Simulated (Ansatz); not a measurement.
Molecule: CH$_{3}$F$_{3}$Sn (charge 0, singlet). 
Coordinates optimised at B3LYP-D3(BJ)/def2-TZVP (Ansatz, a program for electronic structure):
```xyz
8

C     -2.1314    -0.0307     0.1259
Sn    -0.0118    -0.0002     0.0007
F      0.7301     1.7372    -0.2973
F      0.8747    -0.6323     1.5730
F      0.7047    -1.0717    -1.4122
H     -2.4307     0.6053     0.9549
H     -2.5314     0.3452    -0.8121
H     -2.4457    -1.0574     0.2949
```

Basis-set convergence of Hartree-Fock and CCSD correlation energies (hartree) with Ansatz. Cores are frozen in the correlated levels unless marked. Spin-orbit coupling is left out. The frozen core is the preceding noble-gas configuration, with the filled d and f shells of earlier blocks. In def2 rows, elements after Kr have scalar-relativistic effective core potentials.

```csv
basis,functions,E(HF),"E(corr, CCSD)"
def2-SVPD,145,-551.11923,-0.85859
def2-TZVPPD,264,-551.54061,-1.06228
def2-QZVPPD,448,-551.55885,-1.14096
```

Extrapolating the two largest sets (X = 3 and 4) as X^-3: E(corr) = (64·(-1.14096) - 27·(-1.06228))/37 = -1.1984 Eh, an estimate of the basis-set limit. The largest set recovers 95.2 % of it, the smallest 71.6 %.
